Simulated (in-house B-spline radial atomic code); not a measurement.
A fraction x of an electron is removed from 3d in Cu³⁺, starting from [Ar] 3d8 and keeping the highest spin. All numbers are computed (non-relativistic LC-wPBE, spin-polarised, spherical fractional occupations; point nucleus) with an all-electron radial atomic-structure program (B-spline basis), not measured.

Caution: exact exchange at fractional occupations of open shells leaves self-interaction of up to several eV.

```csv
x,E(x) - E(0) (eV),3d down level (eV)
0,0.0000,-49.067
0.23,11.7634,-53.241
0.33,17.1800,-55.095
0.39,20.5194,-56.218
0.5,26.8176,-58.297
0.61,33.3462,-60.404
0.72,40.1078,-62.537
0.84,47.7534,-64.894
0.88,50.3650,-65.686
1,58.3909,-68.083
```

The exact functional would give a straight line between the two integer points. Deviations E(x) - E(0) - x[E(1) - E(0)], in eV: -1.667 at x = 0.23, -2.089 at x = 0.33, -2.253 at x = 0.39, -2.378 at x = 0.5, -2.272 at x = 0.61, -1.934 at x = 0.72, -1.295 at x = 0.84, -1.019 at x = 0.88.

The curve lies below the straight line by up to 2.378 eV (at x = 0.5): convex, the delocalisation error, to which spherically averaged exact exchange adds.

**Question.** How well does Slater's transition state (minus the level at half occupation) give the ionisation energy?

**Answer.** It gives 58.297 eV against 58.391 eV from the two total energies; NIST lists 57.38 eV, ground level to ground level. The end point has an open shell averaged over its orbitals, so its exact exchange keeps a self-interaction and this is no true integer point.
